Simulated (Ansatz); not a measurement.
Total energies of SbTe₂⁺ from Ansatz at r2SCAN-D4/def2-TZVP, gas phase (1 Eh = 27.2114 eV = 2625.5 kJ/mol). The reference geometry is relaxed at PBE0-D4/def2-SVP.

```xyz
3

Sb   -0.5707    0.8088    1.1206
Te   -0.2020    0.5610   -1.5052
Te    0.7727   -1.3698    0.3846
```

| state | geometry | energy (Eh) |
| --- | --- | --- |
| charge 1 singlet | reference | -776.41465 |
| charge 0 doublet | reference | -776.68017 |
| charge 1 triplet | relaxed at PBE0-D4/def2-SVP | -776.41489 |
| charge 1 quintet | relaxed at PBE0-D4/def2-SVP | -776.34663 |

In the def2 sets Sb, Te take a core potential; there is no spin–orbit coupling.

Work out the vertical electron affinity, to the doublet.

E(charge 1 singlet) − E(charge 0 doublet) = -776.41465 − (-776.68017) = 0.26552 Eh = 7.23 eV.

Which of the charge 1 states is lowest, and how far above it are the others?

The triplet, but by less than the method's error, so the order isn't settled. singlet: -776.41465 − (-776.41489) = 0.00024 Eh = 0.6 kJ/mol; quintet: -776.34663 − (-776.41489) = 0.06826 Eh = 179.2 kJ/mol. The quintet differs in its bonds from the reference.

The structure comes from a short search, and lower isomers may exist.
